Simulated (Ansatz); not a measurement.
Consider the atomization: `FB[Si](Cl)(Cl)Cl` → B• + 3 Cl• + F• + H• + Si•.

Gas-phase electronic energies from Ansatz, PBE0-D4/def2-TZVP geometries. CCSD(T)/CBS adds triple-zeta CCSD(T) − MP2 to the extrapolated MP2 energy (def2 sets, frozen cores). This one scheme is used for every species, atoms too. DFT in def2-TZVPP. No spin–orbit coupling; open shells (•) take unrestricted orbitals. Spin–orbit coupling would lower the free atoms: a little for B, Cl, F, Si. Each species was taken in one conformer, which may not be the lowest.

```
             level  ΔE (kJ/mol)  difference from CCSD(T)/CBS
       LDA (SPW92)       2875.0                        382.2
           BLYP-D4       2464.0                        -28.8
        r2SCAN0-D4       2480.9                        -11.9
      CAM-B3LYP-D4       2481.2                        -11.6
           ωB97M-V       2517.7                         24.9
            B2PLYP       2451.4                        -41.4
          PBE-QIDH       2503.4                         10.6
              BLYP       2407.3                        -85.5
            r2SCAN       2525.2                         32.4
             BHLYP       2368.6                       -124.2
         CAM-B3LYP       2457.4                        -35.4
           LC-ωPBE       2482.1                        -10.7
     HF/def2-TZVPP       1890.6                       -602.2
    MP2/def2-TZVPP       2526.7                         33.9
SCS-MP2/def2-TZVPP       2458.5                        -34.3
CCSD(T)/def2-TZVPP       2408.7                        -84.1
       CCSD(T)/CBS       2492.8                            0
```

Largest T1 diagnostic among the species: 0.014.

In def2-TZVPP, CCSD(T) changes the Hartree–Fock value by +518.1 kJ/mol (the triples alone add +50.4 kJ/mol) and MP2 by +636.1 kJ/mol; breaking electron pairs costs correlation energy, which Hartree–Fock lacks. From PBE to PBE0 (25 % exact exchange), in def2-TZVPP and without D4, ΔE moves by −41.3 kJ/mol: exact exchange takes away binding that semilocal exchange gives to molecules. At CCSD(T), def2-SVP lies −195.2 kJ/mol from the extrapolated value and def2-TZVPP −84.1 kJ/mol: correlation converges slowly with the basis, and small sets miss more of it in the bonded molecule than in its fragments.

For atomizations the MP2-based limit and the directly extrapolated one differ by several kJ/mol either way, and by 10 to 25 for some Ge, Se and Sn compounds, so smaller differences from it don't rank the levels.
